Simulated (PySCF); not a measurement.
Bi2O2Cl2: from a saddle point downhill

PySCF 2.14.0, RKS BP86, Bi def2-SVP with ECP60, O def2-SVP, Cl def2-SVP; non-relativistic Hamiltonian with scalar-relativistic core potentials where named; density fitting; no spin-orbit coupling. Relaxed within the symmetry of its start, the geometry (D2h) is

```xyz
6

Bi    0.0000    0.0000    1.6226
Bi    0.0000    0.0000   -1.6226
O     1.4736    0.0000    0.0000
O    -1.4736    0.0000    0.0000
Cl    0.0000    0.0000    4.2912
Cl    0.0000    0.0000   -4.2912
```

and its lowest harmonic modes are -262, -139, -108, -45, 32, 131 cm⁻¹ (negative: unstable). It was moved along the lowest mode and relaxed again, within the group C2v that the move left.

(1) Where does it end, and how much lower?

(2) How do the contacts change?

(3) Is the end a minimum?

State: singlet.

Results:

(1) In C2v, 2.631 eV lower, after 15 steps:
```xyz
6

Bi    0.0000    0.7106    1.6164
Bi    0.0000    0.7106   -1.6164
O     1.4011    0.6975    0.0000
O    -1.4011    0.6975    0.0000
Cl    0.0000   -1.6918    2.3255
Cl    0.0000   -1.6918   -2.3255
```

(2) 
```json
{"contact": "Bi1–O3 (O)", "saddle (Å)": "2.192", "end (Å)": "2.139"}
{"contact": "Bi1–O4 (O)", "saddle (Å)": "2.192", "end (Å)": "2.139"}
{"contact": "Bi1–Cl5 (Cl)", "saddle (Å)": "2.669", "end (Å)": "2.505"}
{"contact": "Bi2–Cl6 (Cl)", "saddle (Å)": "2.669", "end (Å)": "2.505"}
```


(3) Yes, as far as the noise of the softest modes lets one tell (those above −25 cm⁻¹ count as noise); lowest modes 46, 70, 83, 153, 163, 223 cm⁻¹.
